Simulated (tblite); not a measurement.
C₈H₉ (doublet state).
SMILES with atom numbers: `[H]/[C:1]=[C:2](/[CH3:3])[C:4]1=[CH:5][C@@H:6]1[CH:7]=[CH2:8]` (hydrogens: H9 on C1; H10, H11, H12 on C3; H13 on C5; H14 on C6; H15 on C7; H16, H17 on C8)
Bond orders are those of one Lewis drawing.

Computed with GFN2-xTB (tblite), gas phase: L-BFGS steps from a force-field or distance-geometry start until the largest atomic force falls under 0.01 eV/Å.

At the end of the run (lengths in Å): C1=C2 1.306, C1–H9 1.065, C3–H12 1.088, C5–C6 1.515, C8–H17 1.076, C3–H11 1.086, C2–C4 1.444, C4–C6–C7 120.0°, C3–C2–C4 114.3°, C2–C4–C5 150.5°, C1–C2–C3 124.0°, C1–C2–C4–C5 174°, C2–C4–C5–C6 -178°, C4–C5–C6–C7 106°, H15–C7–C6–C5 -31°, H10–C3–C2–C1 117°.

**Question.** These geometries were met on the way; a selection of coordinates is given. Order them by energy above the end point, lowest first.
A. C1=C2 1.303, C1–H9 1.039, C3–H12 1.073, C5–C6 1.503, C8–H17 1.055, C3–H11 1.078, C2–C4 1.463, C4–C6–C7 114.5°, C3–C2–C4 121.3°, C2–C4–C5 156.0°, C1–C2–C3 121.1°, C1–C2–C4–C5 177°, C2–C4–C5–C6 -177°, C4–C5–C6–C7 98°, H15–C7–C6–C5 -1°, H10–C3–C2–C1 91°
B. C1=C2 1.309, C1–H9 1.066, C3–H12 1.089, C5–C6 1.507, C8–H17 1.075, C3–H11 1.089, C2–C4 1.443, C4–C6–C7 117.7°, C3–C2–C4 117.9°, C2–C4–C5 158.3°, C1–C2–C3 124.3°, C1–C2–C4–C5 170°, C2–C4–C5–C6 -171°, C4–C5–C6–C7 102°, H15–C7–C6–C5 -4°, H10–C3–C2–C1 96°
C. C1=C2 1.346, C1–H9 1.103, C3–H12 1.125, C5–C6 1.481, C8–H17 1.107, C3–H11 1.116, C2–C4 1.471, C4–C6–C7 111.6°, C3–C2–C4 122.6°, C2–C4–C5 154.7°, C1–C2–C3 116.4°, C1–C2–C4–C5 178°, C2–C4–C5–C6 -178°, C4–C5–C6–C7 96°, H15–C7–C6–C5 3°, H10–C3–C2–C1 89°
D. C1=C2 1.308, C1–H9 1.067, C3–H12 1.088, C5–C6 1.509, C8–H17 1.075, C3–H11 1.085, C2–C4 1.442, C4–C6–C7 116.4°, C3–C2–C4 114.4°, C2–C4–C5 152.2°, C1–C2–C3 124.7°, C1–C2–C4–C5 170°, C2–C4–C5–C6 -171°, C4–C5–C6–C7 101°, H15–C7–C6–C5 -5°, H10–C3–C2–C1 99°
E. C1=C2 1.304, C1–H9 1.070, C3–H12 1.081, C5–C6 1.498, C8–H17 1.072, C3–H11 1.082, C2–C4 1.431, C4–C6–C7 117.2°, C3–C2–C4 122.4°, C2–C4–C5 156.7°, C1–C2–C3 122.3°, C1–C2–C4–C5 176°, C2–C4–C5–C6 -175°, C4–C5–C6–C7 101°, H15–C7–C6–C5 -5°, H10–C3–C2–C1 92°

**Answer.** D (0.061 eV), B (0.101 eV), E (0.167 eV), A (0.297 eV), C (0.683 eV).

```json
{"step": "28", "E above end (eV)": "0.061", "rms distance from the end, all atoms (Å)": "0.342", "largest force (eV/Å)": "0.106", "rms shift of all bonds from the end (Å)": "0.002"}
{"step": "17", "E above end (eV)": "0.101", "rms distance from the end, all atoms (Å)": "0.447", "largest force (eV/Å)": "0.125", "rms shift of all bonds from the end (Å)": "0.003"}
{"step": "4", "E above end (eV)": "0.167", "rms distance from the end, all atoms (Å)": "0.482", "largest force (eV/Å)": "0.808", "rms shift of all bonds from the end (Å)": "0.009"}
{"step": "2", "E above end (eV)": "0.297", "rms distance from the end, all atoms (Å)": "0.485", "largest force (eV/Å)": "1.494", "rms shift of all bonds from the end (Å)": "0.012"}
{"step": "0", "E above end (eV)": "0.683", "rms distance from the end, all atoms (Å)": "0.490", "largest force (eV/Å)": "3.316", "rms shift of all bonds from the end (Å)": "0.024"}
```

Rows stand in the order of the answer.
